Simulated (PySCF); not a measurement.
C4H8NSi3 (doublet state).
SMILES with atom numbers: `[CH:1]#[C:2][SiH2:3][Si@H:4]([C:5]#[N:6])[CH2:7][SiH2:8]` (hydrogens: H9 on C1; H10, H11 on Si3; H12 on Si4; H13, H14 on C7; H15, H16 on Si8)

Structure used (GFN2-xTB), in Å, numbered top down from 1:
```xyz
16
C4H8NSi3 angstrom
C      2.343    1.662    1.464
C      2.107    0.632    0.891
Si     1.674   -0.945    0.024
Si    -0.619   -1.226    0.230
C     -1.233   -2.198   -1.244
N     -1.572   -2.808   -2.155
C     -1.603    0.403    0.125
Si    -1.178    1.346   -1.472
H      2.564    2.562    1.963
H      2.136   -0.812   -1.363
H      2.451   -2.006    0.681
H     -1.046   -2.037    1.388
H     -1.387    1.026    0.995
H     -2.672    0.192    0.150
H      0.190    1.857   -1.444
H     -2.163    2.361   -1.832
```

The hyperfine couplings belong to this conformer and change with its torsions.

Level of theory: UKS B3LYP, pcH-1 on C H N Si, non-relativistic, mean-field spin-orbit, GIAO in PySCF 2.14.0. Geometry: GFN2-xTB, one conformer, isolated molecule. Couplings are sensitive to structure, and on GFN2-xTB geometries they can be far from those on DFT ones, by a factor of two or more for some ions and for spin on atoms past the first row. No stability test was run, so a lower SCF solution isn't excluded.

Where do the isotropic ENDOR lines of N6, H13, H15/H16, H10, H12 and H14 fall at 3335.5 mT, to first order?

For S = 1/2 in fast tumbling each set of equivalent nuclei gives two lines, ν± = |νn ± a/2| to first order, with νn = g_N μN B/h and μN/h = 7.62259 MHz/T.

```
 nuclei  isotope     g_N  νn (MHz)  a_iso (MHz)  lower line (MHz)  upper line (MHz)
     N6      14N  0.4038     10.27         0.71              9.91             10.62
    H13       1H  5.5857    142.02        60.44            111.79            172.24
H15/H16       1H  5.5857    142.02        30.41            126.81            157.22
    H10       1H  5.5857    142.02         1.25            141.39            142.64
    H12       1H  5.5857    142.02         0.98            141.53            142.51
    H14       1H  5.5857    142.02        -0.90            141.57            142.47
```

Which pairs are centred on the nuclear Larmor frequency, and which on half the coupling?

Centred on νn, since |a| < 2νn: N6, H13, H15/H16, H10, H12 and H14. No pair has |a| > 2νn.

At what field would the lower line of H13 fall to zero frequency?

Where νn = |a|/2, that is B = 30.22 MHz/(5.5857 × 7.62259 MHz/T) = 710 mT, as far as first order holds there.

Nuclei that the bonding pattern makes equivalent are averaged, as if the motion that swaps them (rotation, inversion, ring flip) were fast.

The largest Mulliken spin population is on Si8 (+0.99). The angles at Si8 add up to 338.3°, so it is pyramidal.
